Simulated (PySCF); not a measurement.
Si(H)(Me)2(SeH), SMILES C[SiH](C)[SeH] (C₂H₈SeSi), PBE0/def2-SVP optimised geometry.

```
12

Si    -0.25    -0.64     0.00
C      1.63    -0.64     0.00
C     -0.92     1.11     0.00
Se    -1.08    -1.85    -1.77
H     -0.77    -1.40     1.18
H      2.02    -0.12    -0.89
H      2.02    -1.67     0.00
H      2.02    -0.11     0.89
H     -2.02     1.11     0.00
H     -0.59     1.67    -0.89
H     -0.58     1.66     0.89
H     -0.47    -0.96    -2.78
```

Density from PBE0/def2-TZVP (PySCF) at that geometry.

Minimum of the electron density along straight lines between bonded atoms, close to the bond critical point (lines longer than 1.1 times the sum of covalent radii, or with two minima, are not listed):

| bond | length / Å | ρ at the minimum / e bohr⁻³ | ∇²ρ there / e bohr⁻⁵ | position (fraction from the first atom) |
|---|---|---|---|---|
| Si1–C2 | 1.878 | 0.121 | 0.18 | 0.39 |
| Si1–C3 | 1.878 | 0.121 | 0.18 | 0.39 |
| Si1–Se4 | 2.301 | 0.088 | -0.01 | 0.35 |
| Si1–H5 | 1.496 | 0.120 | 0.14 | 0.49 |
| C2–H6 | 1.101 | 0.266 | -0.87 | 0.64 |
| C2–H7 | 1.100 | 0.268 | -0.88 | 0.64 |
| C2–H8 | 1.102 | 0.265 | -0.86 | 0.64 |
| C3–H9 | 1.100 | 0.268 | -0.88 | 0.64 |
| C3–H10 | 1.101 | 0.266 | -0.87 | 0.64 |
| C3–H11 | 1.102 | 0.265 | -0.86 | 0.64 |
| Se4–H12 | 1.473 | 0.172 | -0.30 | 0.63 |
